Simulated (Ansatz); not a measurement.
A structure relaxed at PBE0-D4/def2-SVP in Ansatz, charge 0, doublet:

Cartesian coordinates in Å:
```
Li -0.250 0.710 -2.596
Li -0.308 -2.176 -1.571
Li 1.978 -0.465 -1.205
Si 0.001 -1.013 0.834
Si 0.054 1.309 0.010
Si 2.009 0.346 1.112
Si 0.206 0.910 2.579
Si -1.985 0.585 1.520
Si -1.704 -0.206 -0.684
```

Task: Give its formula and point group.

Result: Li3Si6. Point group Cs (tolerance 0.1 Å).

Task: Summarise the bond lengths by kind (pairs closer than 1.2 times the sum of covalent radii, bridged metal pairs left out).

Result: 12 × Si–Si 2.36 to 2.64 Å; 5 × Li–Si 2.46 to 2.69 Å; 3 × Li–Li 2.88 to 3.06 Å.

Another isomer (doublet) lies 0.63 eV lower at PBE0-D4/def2-TZVP; other spin states weren't run for this one.
